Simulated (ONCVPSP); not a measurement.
## Pb (Z = 82): one change to an ONCV potential, before and after

Pb (Z = 82), optimised norm-conserving Vanderbilt (ONCV), made with ONCVPSP 4.0.1 (PBE, scalar-relativistic). Core [Kr] 4d10 4f14, reference 5s2 5p6 5d10 6s2 6p2. Waves: 5s+6s: rc 1.60 bohr, ncon 5, nbas 9, qcut 8.1 1/bohr, 2 projectors; 5p+6p: rc 1.40 bohr, ncon 3, nbas 7, qcut 9.4 1/bohr, 2 projectors; 5d: rc 1.30 bohr, ncon 4, nbas 7, qcut 8.4 1/bohr, 2 projectors, debl 1.8 Ha; f scattering state at 0.09 Ha: rc 1.35 bohr, ncon 3, nbas 7, qcut 8.5 1/bohr, 3 projectors, debl 3.4 Ha. Local part: polynomial inside 1.05 bohr (lpopt 2, dvloc0 1 Ha). Core correction: none.

All-electron outer shells of the reference configuration (PBE, scalar-relativistic, ld1.x):

```csv
shell,level (eV),outermost node (bohr),outermost maximum (bohr)
4d,-402.09,0.19,0.39
5s,-144.16,0.45,0.79
4f,-132.89,–,0.35
5p,-85.83,0.49,0.88
5d,-21.18,0.52,1.07
6s,-12.04,1.01,1.95
6p,-3.50,1.18,2.67
```

Change: p: qcut 12.3.

Cutoffs: the cutoffs (Ha) at which the residual kinetic energy of the hardest occupied pseudo-wave falls to 1 and 0.1 mHa per electron; they do not see the model core or the augmentation charge, which bear on the density cutoff. Errors are all-electron minus pseudo energies relative to the spin-unpolarised reference configuration.

**Question.** Predict the effect on cutoff, ghosts and configuration errors.

**Answer.** The potential gets harder (30 Ha and 37 Ha → 48 Ha and 56 Ha); the errors of the 4 common tests hardly move; neither file shows a bound ghost. The waves are optimised to have the least kinetic energy above qcut, so the cutoff follows it (qcut²/2 in Ha).

```csv
quantity,base,changed
"cutoff, loose",30 Ha,48 Ha
"cutoff, tight",37 Ha,56 Ha
loose cutoff by channel,"s 26 Ha, p 30 Ha, d 24 Ha","s 26 Ha, p 48 Ha, d 24 Ha"
bound ghosts,none,none
GHOST(+) flags under 300 eV,f at 160.3 eV,f at 160.3 eV
"error for 5s2 5p6 5d10 6s2 6p1, meV [ΔE 6.58 eV]",-2.6,-2.5
"error for 5s2 5p6 5d10 6s2 6p0, meV [ΔE 20.02 eV]",-8.6,-8.1
"error for 5s2 5p6 5d10 6s1 6p0, meV [ΔE 52.43 eV]",-24,-23
"error for 5s2 5p6 5d10 6s1 6p3, meV [ΔE 8.74 eV]",-2.6,-2.3
s: phases at 1.62 bohr within 0.05 rad from the reference energy up to (Ha; the scan ends near 5),to the end of the scan,to the end of the scan
p: phases at 1.42 bohr within 0.05 rad from the reference energy up to (Ha; the scan ends near 5),to the end of the scan,to the end of the scan
d: phases at 1.32 bohr within 0.05 rad from the reference energy up to (Ha; the scan ends near 5),to the end of the scan,to the end of the scan
f: phases at 1.37 bohr within 0.05 rad from the reference energy up to (Ha; the scan ends near 5),to the end of the scan,to the end of the scan
```

Base: The cutoffs count occupied waves only; projector 2 of the f channel, the hardest unoccupied one, needs 99 Ha at the loose tolerance.
